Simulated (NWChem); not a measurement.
System: CH₃BrOSi, singlet; SMILES [Si](Br)OC

Here is an NWChem input.

```
start job
memory heap 200 mb stack 900 mb global 1100 mb
geometry units angstroms noautosym nocenter noautoz
  Si     1.228138    -0.601456    -0.000612
  Br    -0.175827     1.245240     0.000642
  O      0.163985    -1.883298    -0.000047
  C     -1.242785    -2.069111     0.001600
  H     -1.782438    -1.098161    -0.002151
  H     -1.532725    -2.654696    -0.895144
  H     -1.531859    -2.646933     0.903660
end
basis spherical
  * library 6-31g*
end
dft
  xc pbe0
  iterations 150
end
cosmo
  do_cosmo_smd true
  solvent methanol
end
task dft energy
```

Low-valent species are run as closed-shell singlets; no triplet was tried in these runs. Structure relaxed at the PBE-D3(BJ)/def2-SVP level. Solvent: methanol.

Level: PBE0/6-31G* with SMD (1 M gas to 1 M solution), gas-phase geometry. Reactions with the solvent are ignored.

### Question
Give the results of this calculation. (PBE0/6-31G* (spherical d), SMD on the gas-phase geometry.) Quantities: solvation free energy (kcal/mol); cavity-dispersion-structure term (kcal/mol); dipole in solution (D).

### Answer
| Property | Value |
|---|---|
| solvation free energy (kcal/mol) | -3.8 |
| cavity-dispersion-structure term (kcal/mol) | -1.0 |
| dipole in solution (D) | 2.54 |
